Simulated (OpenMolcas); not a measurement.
# Hg II: CASPT2 settings compared

```
Program             : OpenMolcas
Basis               : ANO-RCC-VQZP [9s8p6d4f2g1h]
Scalar Hamiltonian  : DKH4, point nucleus
Active space        : 1 electron in 8 orbitals (6s 6p 7s 7p)
State averaging     : 2S+1 = 2 even, 1 root; 2S+1 = 2 odd, 3 roots
Spin-orbit coupling : RASSI with atomic mean-field integrals over the reference wave functions, term energies averaged over their components
```

Methods on the same reference wave functions:
A. CASSCF
B. SS-CASPT2, IPEA 0.15 Eh, imaginary shift 0.15 Eh (closed shells correlated: 4f 5s 5p 5d)
C. XMS-CASPT2, IPEA 0.1 Eh, imaginary shift 0.1 Eh (closed shells correlated: 4f 5s 5p 5d)

Energies in eV above 6s 2S 1/2, the measured ground level; measured values from NIST Handbook of Basic Atomic Spectroscopic Data.

| Level | A | B | C | Measured |
| --- | --- | --- | --- | --- |
| 6s 2S 1/2 | 0.0000 | 0.0000 | 0.0000 | 0.0000 |
| 6p 2P* 1/2 | 6.0344 | 6.884 | 6.833 | 6.3835 |
| 6p 2P* 3/2 | 6.9059 | 7.756 | 7.704 | 7.5145 |

Deviations, from unrounded energies. A percentage is the sum of absolute deviations over the sum of measured energies, with the sign that they share, or ± where signs differ.

| Against measurement | Levels | A | B | C |
| --- | --- | --- | --- | --- |
| mean absolute deviation (cm-1) | 2 | 3900 | 3000 | 2600 |
| other configurations (%) | 2 | -6.9 | +5.3 | +4.6 |

C lies closest to measurement on these levels and A furthest from it. The largest miss of C in the table is 6p 2P* 1/2, by +3600 cm-1. The ranking rests on the paired levels alone, and a cruder setting can come out closer through cancelling errors.

Between B and C the level of the table that moves most is 6p 2P* 1/2, by 410 cm-1 (lowest in C, highest in B).

The lowest spin-free term lies below A's lowest term by 0.935 hartree in B, 0.936 hartree in C.

With one active electron outside closed inactive shells, the extra shells (7p 7s) add no correlation to the reference. Spin-orbit splittings of 6p shells tend to come out small when the coupling is added on scalar orbitals. With one active electron the reference holds no correlation, so core polarisation is missing (holds for A). With one active electron, CASPT2 adds the correlation within the correlated inactive shells and between them and that electron, and leaves the splitting within a term as the reference gives it (holds for B; C). Computed and measured levels are paired by configuration, term and J; levels that our copy of the source lacks, or whose pairing is in doubt (as where it misses far off the trend of its configuration), stay unpaired and out of the deviations. Levels of configurations outside the active space are missing.

* marks odd parity.
